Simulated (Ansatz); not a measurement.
[CuF2]- (CuF2⁻), relaxed as a singlet with RKS PBE0-D4/def2-TZVPD in Ansatz, starting from the GFN2-xTB geometry. Force threshold 0.02 eV/Å.

The restricted singlet is unstable towards broken spin symmetry in Hartree–Fock (as tested in another run); at PBE0-D4/def2-TZVPD this wasn't settled. The relaxation made no stability test and no search for a lower SCF solution.

Start:

```xyz
3

Cu    0.0001    0.0001    0.0001
F    -0.3623   -1.6046    0.6310
F     0.3622    1.6045   -0.6311
```

Task: Estimate the energy that the relaxation releases and the steps that it takes.

Result: 0.7 kcal/mol, in 4 steps; 3.5 s on 4 threads of Arm Neoverse V1 on a shared host. No frequencies were taken in this run, so the end may be a saddle point.

Task: Does the start keep its bonding and symmetry?

Result: By distances, no bond broke or formed. The bond that changes most is Cu1–F3, from 1.76 to 1.81 Å (atoms count from 1). Point group D∞h at the start, D∞h at the end, both within 0.05 Å.

Task: Predict the relaxed structure.

Result: 
```xyz
3

Cu    0.000    0.000    0.000
F    -0.371   -1.644    0.647
F     0.371    1.644   -0.647
```
Bond lengths: 2 × Cu–F 1.81 Å.
